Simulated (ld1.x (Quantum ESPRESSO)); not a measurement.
Sb: excitation energies, all-electron against ultrasoft

ld1.x (Quantum ESPRESSO) 7.5 input, shortened:

```
&input
   title='Sb', zed=51., rel=1, dft='PBE', iswitch=3,
   config='[Kr] 4d10 5s2 5p3'
 /
 &inputp
   pseudotype=3, tm=.true., lloc=-2, rcloc=1.20,
   nlcc=.true., new_core_ps=.true.,
   which_augfun='PSQ', rmatch_augfun_nc=.true.
 /
6
5S  1  0   2.00   0.00  1.40  1.90  0.0
5S  1  0   0.00   2.25  1.40  1.90  0.0
5P  2  1   3.00   0.00  1.65  2.00  0.0
5P  2  1   0.00   0.90  1.65  2.00  0.0
4D  3  2  10.00   0.00  1.10  1.25  0.0
4D  3  2   0.00  -0.55  1.10  1.25  0.0
 &test
   configts(1)='4d10 5s2 5p3'
 /
```

Energies are relative to the spin-unpolarised reference configuration 4d10 5s2 5p3; without spin polarisation the order of configurations can differ from experiment.

```tsv
valence configuration	charge	ΔE all-electron (eV)	error AE − PS (meV)
4d10 5s2 5p2	+1	8.317	-2.1
4d10 5s2 5p1	+2	24.285	-7.9
4d10 5s2 5p0	+3	48.698	-36
4d10 5s0 5p5	0	16.431	-11
4d10 5s1 5p4	0	8.112	-2.6
4d10 5s2 5p3.3	-0.3	-1.159	+0.2
```

Question: What are ΔE and the potential's error for 4d10 5s1 5p3?

Answer: ΔE = 17.049 eV all-electron; the error (AE − PS) is -5.6 meV.

Note: ghost state, extra bound levels that the all-electron valence spectrum of the same l lacks: s at -11.4 eV. A true bound ghost makes a file unfit for plane-wave use.
